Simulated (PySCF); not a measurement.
Stepwise substitution at one centre (In Cl-CH3). All species are isolated molecules in the gas phase. Strings in code marks are SMILES.

The four lowest singlet excitations (Tamm–Dancoff). Level of theory: PBE-D3(BJ)/def2-TZVP run with PySCF 2.14.0. Excitations are Tamm–Dancoff values on a coarser integration grid. The basis has no diffuse functions, so Rydberg states are missing or too high.

```tsv
state	energy (eV)	wavelength (nm)	oscillator strength
S1	4.82	257	0.017
S2	4.91	253	0.000
S3	4.95	251	0.056
S4	5.04	246	0.001
```

### Question
Identify which member gives these states.
(A) `[Cl][In]([Cl])[Cl]`
(B) `[CH3][In]([CH3])[CH3]`
(C) `[CH3][In]([Cl])[Cl]`
(D) `[CH3][In]([CH3])[Cl]`

### Answer
C, `[CH3][In]([Cl])[Cl]`
